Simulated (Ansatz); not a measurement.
Cost and result up the ladder for the cluster Ni2H (3 atoms). The state is a doublet with charge 0. Geometry: r2SCAN-D4/def2-TZVP.

```xyz
3

Ni    1.0287   -0.5154   -0.0363
Ni   -0.6029    0.7823    0.5915
H    -0.4259   -0.2669   -0.5552
```

Ansatz on 4 threads of Arm Neoverse N1 on a shared host. Times are rough, and most runs start from the orbitals of an earlier one. No level here is sound enough to serve as a yardstick. Binding counts from free atoms at the same level (Ni triplet, H doublet; other spins of the atoms weren't run), without zero-point energy or a counterpoise term.

The structure comes from a short search, and lower isomers may exist.

Run but left out: HF/STO-3G, HF/6-31G, r2SCAN-D4/def2-TZVP, r2SCAN-D4/def2-TZVPD, B3LYP-D4/6-31G, PBE0-D4/def2-SVP, PBE0-D4/def2-TZVP, PBE0-D4/def2-TZVPD, r2SCAN0-D4/def2-TZVP, BHLYP-D4/def2-TZVP, LC-ωPBE/def2-TZVP, MP2/def2-TZVP, CCSD(T)/def2-TZVPD, CCSD(T)/def2-TZVPP (⟨S²⟩ 1.09 to 4.73, where a pure state has 0.75).

```json
{"level": "PBE-D4/def2-TZVP", "functions": "96", "wall time": "8 s", "binding energy per atom (eV)": "1.80", "remarks": "–"}
{"level": "revPBE-D4/def2-TZVP", "functions": "96", "wall time": "8.5 s", "binding energy per atom (eV)": "1.69", "remarks": "–"}
{"level": "PBE-D4/def2-SVP", "functions": "67", "wall time": "8.5 s", "binding energy per atom (eV)": "1.75", "remarks": "spin-contaminated (⟨S²⟩ 1.04)"}
{"level": "BLYP-D4/def2-TZVP", "functions": "96", "wall time": "9 s", "binding energy per atom (eV)": "1.73", "remarks": "–"}
{"level": "PBE-D4/def2-TZVPD", "functions": "105", "wall time": "11 s", "binding energy per atom (eV)": "1.81", "remarks": "–"}
```
